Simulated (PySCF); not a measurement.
**K: electron affinity**

K- [Ar] 4s2 (1S) → K [Ar] 4s1 (2S), as a difference of total energies. Calculation: PySCF 2.14, in x2c-QZVPPall with one added diffuse shell each of s, p, d, f type (12s8p5d4f, 89 functions); scalar relativity by spin-free X2C-1e. Correlated levels: valence and next inner shell: [Ne] frozen. The calculations carry no spin-orbit coupling.

| method | electron affinity (eV) |
| --- | --- |
| UHF | -0.085 |
| MP2 (valence and next inner shell) | 0.331 |
| SCS-MP2 (valence and next inner shell) | 0.397 |
| CCSD (valence and next inner shell) | 0.460 |
| CCSD(T) (valence and next inner shell) | 0.494 |

Errors of the correlated levels include the incompleteness of this basis and the frozen core.

A negative affinity means that the anion lies above the atom at that level of theory.

The coupled-cluster amplitudes are large for K- (T1 above 0.03 or a double amplitude above 0.15), so a single reference is strained.

For comparison: 0.501 eV (measured; photodetachment measurements, as compiled on the Wikipedia data page of electron affinities).
